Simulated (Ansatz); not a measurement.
Geometry optimisation, Ansatz 0.2.0, RKS B3LYP-D4/def2-SVP.

The input (input.yaml):

```yaml
crystal:
  periodic: [false, false, false]
  atoms:
    - { symbol: B, position_ang: [-1.3978, -1.0205, 0.3468] }
    - { symbol: C, position_ang: [-0.0414, -0.4964, -0.2654] }
    - { symbol: "N", position_ang: [-0.2592, 0.0451, -1.631] }
    - { symbol: Al, position_ang: [1.2132, -2.1272, -0.3278] }
    - { symbol: C, position_ang: [0.6268, 0.5559, 0.6327] }
    - { symbol: Si, position_ang: [-0.298, 2.2227, 0.7288] }
    - { symbol: H, position_ang: [-2.4175, -0.8135, -0.2733] }
    - { symbol: H, position_ang: [-1.4679, -1.4054, 1.421] }
    - { symbol: H, position_ang: [-1.20227, -0.11966, -1.8822] }
    - { symbol: H, position_ang: [-0.11312, 1.09629, -1.54741] }
    - { symbol: H, position_ang: [1.4725, -2.917, 1.047] }
    - { symbol: H, position_ang: [1.7398, -2.6412, -1.7034] }
    - { symbol: H, position_ang: [0.6721, 0.1996, 1.6715] }
    - { symbol: H, position_ang: [1.6228, 0.7987, 0.2982] }
    - { symbol: H, position_ang: [-1.6508, 1.9791, 1.2722] }
    - { symbol: H, position_ang: [-0.3833, 2.8238, -0.5983] }
    - { symbol: H, position_ang: [0.4454, 3.1589, 1.6086] }
basis:
  gaussian: { orbitals: def2-SVP }
hamiltonian:
  xc: b3lyp
  dispersion: d4
relax:
  f_tol: 0.015
  max_steps: 40
```

Command:

```bash
$ ansatz run input.yaml --threads 2 --pin off --max-ram 3072MiB --backend cpu --events-out ev --progress --plain --runs-dir out
```

Where does it end, and by what steps?

The run converged. After 22 steps the energy has fallen by 1.872 eV; H11 moved furthest, 1.92 Å. Joined: N3–Al4 (2.93 → 2.00 Å).

```json
{"step": "0", "energy less start (eV)": "0.0000", "largest force component (eV/Å)": "2.259", "accepted": "yes"}
{"step": "1", "energy less start (eV)": "-0.3812", "largest force component (eV/Å)": "1.332", "accepted": "yes"}
{"step": "2", "energy less start (eV)": "-0.5823", "largest force component (eV/Å)": "1.035", "accepted": "yes"}
{"step": "3", "energy less start (eV)": "-0.7354", "largest force component (eV/Å)": "0.815", "accepted": "yes"}
{"step": "4", "energy less start (eV)": "-0.8756", "largest force component (eV/Å)": "0.747", "accepted": "yes"}
{"step": "5", "energy less start (eV)": "-1.0035", "largest force component (eV/Å)": "0.625", "accepted": "yes"}
{"step": "6", "energy less start (eV)": "-1.1221", "largest force component (eV/Å)": "0.631", "accepted": "yes"}
{"step": "7", "energy less start (eV)": "-1.1987", "largest force component (eV/Å)": "0.440", "accepted": "yes"}
{"step": "8", "energy less start (eV)": "-1.2566", "largest force component (eV/Å)": "0.349", "accepted": "yes"}
{"step": "9", "energy less start (eV)": "-1.2995", "largest force component (eV/Å)": "0.275", "accepted": "yes"}
{"step": "10", "energy less start (eV)": "-1.3433", "largest force component (eV/Å)": "0.300", "accepted": "yes"}
{"step": "11", "energy less start (eV)": "-1.4151", "largest force component (eV/Å)": "0.399", "accepted": "yes"}
{"step": "12", "energy less start (eV)": "-1.5436", "largest force component (eV/Å)": "0.583", "accepted": "yes"}
{"step": "13", "energy less start (eV)": "-1.6893", "largest force component (eV/Å)": "0.633", "accepted": "yes"}
{"step": "14", "energy less start (eV)": "-1.8133", "largest force component (eV/Å)": "0.613", "accepted": "yes"}
{"step": "15", "energy less start (eV)": "-1.8516", "largest force component (eV/Å)": "0.223", "accepted": "yes"}
{"step": "16", "energy less start (eV)": "-1.8634", "largest force component (eV/Å)": "0.161", "accepted": "yes"}
{"step": "17", "energy less start (eV)": "-1.8691", "largest force component (eV/Å)": "0.127", "accepted": "yes"}
{"step": "18", "energy less start (eV)": "-1.8711", "largest force component (eV/Å)": "0.034", "accepted": "yes"}
{"step": "19", "energy less start (eV)": "-1.8717", "largest force component (eV/Å)": "0.026", "accepted": "yes"}
{"step": "20", "energy less start (eV)": "-1.8720", "largest force component (eV/Å)": "0.032", "accepted": "yes"}
{"step": "21", "energy less start (eV)": "-1.8722", "largest force component (eV/Å)": "0.026", "accepted": "yes"}
{"step": "22", "energy less start (eV)": "-1.8723", "largest force component (eV/Å)": "0.011", "accepted": "yes"}
```

```xyz
17
Properties=species:S:1:pos:R:3
B -1.376 -1.263 0.387
C -0.320 -0.293 0.032
N 0.093 -0.166 -1.400
Al 0.767 -1.939 -0.754
C 0.418 0.654 0.947
Si -0.294 2.417 0.860
H -1.964 -1.871 -0.481
H -1.644 -1.450 1.548
H -0.695 -0.143 -2.049
H 0.711 0.622 -1.592
H 2.263 -1.763 -0.273
H 0.230 -3.149 -1.607
H 0.315 0.305 1.986
H 1.504 0.693 0.737
H -1.703 2.430 1.341
H -0.270 2.893 -0.559
H 0.526 3.361 1.676
```

Whether the end is a true minimum wasn't checked by a vibrational analysis.

Run time: 81 s on 2 threads of Intel(R) Xeon(R) 6975P-C (Granite Rapids), with other jobs on the host, peak memory 0.46 GiB.
